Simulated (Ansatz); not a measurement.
Species: H₂AlF₃Si, SMILES `F[Si](F)([AlH2])F` (charge 0, multiplicity 1), formula H2AlF3Si.

### Question
How many basis functions does frozen-core CCSD(T)/def2-TZVPP // r2SCAN-D4/def2-TZVP (Ansatz, an electronic-structure program) use, how many core orbitals are frozen, and how many electrons are correlated?

### Answer
205 basis functions and 13 frozen orbitals, which leaves 30 correlated electrons. Core time is of the order of minutes.
